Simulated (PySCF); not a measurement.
**Circular dichroism: SMILES CC[C@H]1[Se]C[C@@H]1F, C5H9FSe**

Geometry (Å), atoms numbered from 1 in this order:
```xyz
16

C     2.1227   -0.4177    0.2338
C     1.0317   -0.4752   -0.8312
C    -0.1178    0.4400   -0.4736
Se   -1.6926    0.4528   -1.7156
C    -2.3639    0.4834    0.1453
C    -1.0175    0.0266    0.6885
F    -0.6815    0.6231    1.8819
H     2.5334    0.5871    0.3044
H     2.9275   -1.1045   -0.0163
H     1.7237   -0.6924    1.2073
H     0.6624   -1.4990   -0.9321
H     1.4394   -0.1701   -1.7984
H     0.2148    1.4737   -0.3473
H    -2.5935    1.5062    0.4412
H    -3.2109   -0.1707    0.3365
H    -0.9853   -1.0544    0.8641
```

Method used: PySCF, TDDFT B3LYP/def2-SVPD circular dichroism and optical rotation, one conformer, gas phase. Geometry: GFN2-xTB.

The molecule is flexible and this is one conformer; a measurement averages over conformers. The calculation is non-relativistic, which matters for the atoms heavier than Zn. States above about 6.1 eV (minus the energy of the highest occupied orbital) lie near or above the ionisation threshold and depend on the basis.

Problem. What are the CIP labels of the stereocentres?

Solution. C3 R, C6 S.

Problem. Which excitations and rotatory strengths does the calculation give?

Solution. Rotatory strengths R in 10⁻⁴⁰ esu² cm², velocity form and length form (origin at the centre of mass); f in length form.
```csv
state,E (eV),λ (nm),f,R (velocity),R (length),main
1,3.88,320,7e-05,-0.2,0.0,HOMO→LUMO 0.99
2,5.21,238,0.022,-3.9,-3.5,HOMO→LUMO+1 0.97
3,5.82,213,0.037,-11.3,-10.9,HOMO→LUMO+2 0.93
4,5.93,209,0.030,+0.8,-0.3,HOMO→LUMO+3 0.99
5,6.27,198,0.0008,+0.3,+0.3,HOMO→LUMO+4 0.90
6,6.41,193,0.058,+24.9,+24.5,HOMO−1→LUMO 0.93
7,6.81,182,0.013,-3.2,-1.7,"HOMO→LUMO+5 0.70, HOMO→LUMO+6 0.15"
8,6.85,181,0.008,+7.4,+7.5,"HOMO→LUMO+6 0.77, HOMO→LUMO+5 0.18"
9,6.95,178,0.006,-2.3,-2.3,"HOMO−2→LUMO 0.71, HOMO→LUMO+7 0.10"
10,7.05,176,0.003,+0.1,+0.3,HOMO→LUMO+7 0.82
11,7.29,170,0.003,-9.6,-9.6,"HOMO−3→LUMO 0.56, HOMO−1→LUMO+1 0.35"
12,7.36,169,0.034,+22.2,+22.3,HOMO→LUMO+8 0.91
```

For state 4 the two forms differ in sign, so the sign of R isn't settled.

Among the states computed, the strongest CD band (largest |R|) is state 6. The largest dissymmetry factor in size, g = 4R/(D+G), with D and G the electric and magnetic dipole strengths, is -0.03 for state 11 (velocity form, f = 0.004), among bands with |R| over 0.5. The mirror image has the same energies and oscillator strengths and all R with the opposite sign.
